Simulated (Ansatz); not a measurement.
A nudged elastic band was laid between two geometries of F4H2W (7 atoms, charge 0, multiplicity 1).

Theory: RHF/def2-SVP (Ansatz 0.2.0).

```yaml
movable_images: 5
climbing_image: yes
spring: 5.0 eV/Å²
optimiser: quadratic models (default)
start_path: through a guess of the saddle point
force_threshold: 0.05 eV/Å
iteration_limit: 60
end_points: relaxed
```

First end point:

```xyz
7
Properties=species:S:1:pos:R:3
W 0.015 -0.121 0.118
F -0.131 -0.537 1.921
H 1.501 0.403 0.614
H 0.502 1.354 -0.441
F -1.560 0.800 0.443
F 0.944 -1.695 -0.184
F -0.462 -0.335 -1.662
```

Last end point:

```xyz
7
Properties=species:S:1:pos:R:3
W -0.311 -0.060 -0.394
F 0.629 0.057 1.846
H 1.436 -0.360 1.896
H 0.641 1.316 -0.416
F -1.772 0.765 0.357
F 1.162 -1.199 -0.416
F -0.975 -0.649 -2.063
```

(1) What changes between the two ends?

(2) What energy profile does the band end with?

(3) What is the geometry of the highest image?

Answers

(1) Bonds broken: W1–H3. Bonds formed: F2–H3.

(2) The forces met the threshold. The highest image is number 2 of 0 to 6, 1.71 eV above the first end and 1.81 eV above the last; the last end lies 0.11 eV below the first. A structure lower than the last end lies on the path between it and the top, so the climb from that side starts below the end, which may itself be a saddle point or a shallow side well. Neighbouring images differ by up to 1.6 eV, so the band resolves the path poorly. A vibrational analysis at the climbing image gives one clearly imaginary mode, 1687i cm⁻¹: a first-order saddle point. The orbitals stay closed-shell, which can raise the energy where a bond breaks towards radicals; this wasn't checked here.

| image | path coordinate (Å) | energy (eV) | W1–H3 (Å) | F2–H3 (Å) |
| --- | --- | --- | --- | --- |
| 0 | 0.00 | 0.00 | 1.65 | 2.29 |
| 1 | 0.74 | 0.15 | 1.64 | 2.08 |
| 2 | 1.49 | 1.71 | 1.71 | 1.26 |
| 3 | 2.07 | 0.29 | 2.31 | 0.92 |
| 4 | 2.66 | -0.09 | 2.80 | 0.91 |
| 5 | 3.24 | -0.11 | 2.98 | 0.91 |
| 6 | 3.82 | -0.11 | 2.90 | 0.91 |

(3) 
```xyz
7
Properties=species:S:1:pos:R:3
W -0.060 -0.162 -0.077
F 0.295 -0.346 1.975
H 0.847 0.492 1.214
H 0.919 1.086 -0.548
F -1.640 0.606 0.412
F 0.944 -1.675 -0.240
F -0.495 -0.131 -1.926
```

Time of the run: 6 min on 1 thread of Arm Neoverse V2 (shared host), peak memory 0.23 GiB.
